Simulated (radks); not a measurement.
Values are calculated unless marked as measured or tabulated.
Task: Numerical settings for neutral silicon, [Ne] 3s2 3p2. Level of theory: non-relativistic Kohn-Sham, r2SCAN, spin-unpolarised, spherical densities, point nucleus; meta-GGA in the generalised Kohn-Sham scheme (a radial shooting solver on a logarithmic mesh with Libxc functionals). The defaults (mesh step 0.008 in ln r, mesh end at 40 bohr or more with all orbitals vanishing there, Anderson mixing 0.5 over 9 steps, residual threshold near 1e-9 with the energy settled to 1e-9 hartree or 1e-11 of itself, here a cap of 73 iterations) give E = -289.305 hartree and 3p at -4.115 eV in 10 iterations. Times are rough (one thread of a shared host). One setting is changed at a time: mesh step in ln r 0.03; mesh step in ln r 0.005; mesh step in ln r 0.2; mesh end (bohr) 5; mesh end (bohr) 400; residual threshold 1e-13; residual threshold 0.1; mixing 1.5; linear mixing, mixing 0.5; linear mixing, mixing 0.05; mixing history 20; iteration cap 2. Which runs fail to converge, and which converge to a wrong energy?

Result: Not converged within the cap: mesh step in ln r 0.2; residual threshold 1e-13; linear mixing, mixing 0.05; iteration cap 2. Settings that end as converged yet miss the energy by more than 1 mhartree: mesh end (bohr) 5 (+0.0941 hartree).
